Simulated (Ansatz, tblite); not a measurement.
Removing and adding an electron: Sn26H33⁺, a nanocrystal with a defect cut from the lattice of tin (one cap removed). Total charge 1; singlet. Geometry: r2SCAN-D4/def2-SVP. Ansatz, gas phase; energy differences of separate SCF runs; the oxidised species was run as a doublet alone; the reduced species was run as a doublet alone.

Cartesian coordinates in Å:
```
Sn -2.392 2.273 -4.345
Sn -4.815 2.235 0.008
Sn 2.134 2.301 -4.387
Sn 4.613 2.156 -0.120
Sn -2.341 2.210 3.762
Sn 2.141 2.153 3.673
Sn -0.130 2.306 -0.290
Sn -2.489 -1.429 -1.528
Sn 2.154 -1.532 -1.704
Sn -0.353 -1.697 2.288
Sn -4.805 -1.591 2.491
Sn 4.522 -1.557 2.298
Sn 1.875 -5.520 0.700
Sn -0.121 3.178 -2.975
Sn -2.414 3.168 1.121
Sn -2.657 -0.504 -4.179
Sn -4.759 -0.564 -0.112
Sn 2.228 3.128 1.006
Sn 2.358 -0.484 -4.309
Sn 4.467 -0.638 -0.373
Sn -0.064 3.047 5.155
Sn -2.505 -0.594 3.745
Sn 2.037 -0.606 3.186
Sn -0.089 -0.509 -0.323
Sn 2.023 -4.339 -1.824
Sn -0.303 -4.510 2.129
H -2.215 2.713 -5.997
H -3.804 3.028 -3.726
H -6.084 2.726 1.059
H -5.087 2.928 -1.539
H 1.968 2.807 -6.021
H 3.569 2.991 -3.743
H 5.900 2.542 0.954
H 4.913 2.893 -1.640
H -3.743 2.776 4.594
H 3.673 2.423 4.420
H -2.410 -3.155 -1.484
H -6.207 -1.085 3.342
H -4.732 -3.306 2.483
H 5.743 -0.778 3.220
H 4.643 -3.256 2.477
H 3.299 -5.170 1.593
H 1.698 -7.224 0.588
H -0.120 4.902 -2.915
H -2.370 4.893 1.173
H -4.200 -0.987 -4.761
H -1.450 -1.272 -5.129
H -6.130 -1.123 -0.995
H 2.306 4.845 1.174
H 3.893 -0.990 -4.899
H 1.142 -1.225 -5.269
H 5.905 -1.248 -1.109
H 0.030 4.757 5.264
H 0.015 2.371 6.731
H -2.310 -1.216 5.343
H 0.610 -4.733 -2.718
H 3.390 -4.908 -2.695
H -1.792 -4.925 1.377
H -0.358 -5.074 3.751
```

In the def2 sets Sn takes a core potential; there is no spin–orbit coupling. The xTB rows come from tblite. HSE06 is defined as in plane-wave codes, on full-range PBE exchange. Single mean-field runs in def2-SVP are fitted with def2-universal-jkfit. HOMO above LUMO, or a gap near zero within one spin, warns that the state may not be the lowest or that an electron is smeared out.

```tsv
level	−HOMO (eV)	vertical IE (eV)	−LUMO (eV)	vertical EA (eV)	HOMO–LUMO gap (eV)	IE − EA (eV)	remarks
GFN1-xTB	12.68	13.85	11.53	10.34	1.16	3.51	–
GFN2-xTB	12.95	14.06	12.07	11.00	0.88	3.06	–
HSE06-D4/def2-SVP	8.44	9.58	6.55	5.53	1.89	4.04	gap within one spin near zero (+2 doublet)
```

**Question.** Estimate the rows for PBE-D4/def2-SVP, PBE0-D4/def2-SVP.

**Answer.** 
```tsv
level	−HOMO (eV)	vertical IE (eV)	−LUMO (eV)	vertical EA (eV)	HOMO–LUMO gap (eV)	IE − EA (eV)	remarks
PBE-D4/def2-SVP	7.98	9.22	6.62	5.36	1.37	3.86	gap within one spin near zero (+2 doublet)
PBE0-D4/def2-SVP	8.78	9.63	6.24	5.55	2.54	4.08	–
```

   Raw xTB energy differences between charge states are shifted by several eV; the methods need an empirical correction for them.
